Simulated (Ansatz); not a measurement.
Ideal-gas functions of ClHInS, SMILES `[SH][In][Cl]` radical at 800 K and 1 bar, from an Ansatz frequency run at PBE0-D4/def2-TZVP.

Molar mass 183.35 g/mol, point group Cs (symmetry number 1), electronic degeneracy 2, moments of inertia 68.71, 285.511, 354.221 u Å². Harmonic wavenumbers (cm⁻¹, unscaled): 79, 206, 300, 343, 645, 2711.

Use S(trans) = R[1.5 ln M + 2.5 ln T − 1.1517]; rotational temperatures θ = 24.2544 K / I; S(rot) = R[ln(√π/σ · √(T³/θAθBθC)) + 1.5]; for each mode x = 1.438777 ν̃/T, S = R[x/(eˣ − 1) − ln(1 − e⁻ˣ)] and H = RT x/(eˣ − 1); 1 cm⁻¹ = 0.0119627 kJ/mol; R = 8.31446 J/(mol·K).

Problem. By hand: the entropy, in J/(mol·K).

Solution. Translation 194.4. Rotation: θ = 0.353, 0.085, 0.0685 K, giving 126.3. Vibration, mode by mode: 24.55, 16.62, 13.54, 12.46, 7.53, 0.38, in all 75.1. Electronic 5.8. Sum 401.6 J/(mol·K).

Problem. By hand: H − E and G − E in kJ/mol, counted from the electronic energy.

Solution. Zero-point energy ½ × 4284 × 0.0119627 = 25.6; thermal vibration 25.3; translation, rotation and pV give 4 RT = 26.6. H − E = 77.5 kJ/mol, and G − E = 77.5 − 800 × 401.6/1000 = -243.8 kJ/mol.

Vibration gives 19 % of the entropy, 24.5 J/(mol·K) of it from the mode under 150 cm⁻¹: soft modes count most, and the harmonic formula is weakest for them. The sum counts one conformer and one mirror image; others add a mixing term.
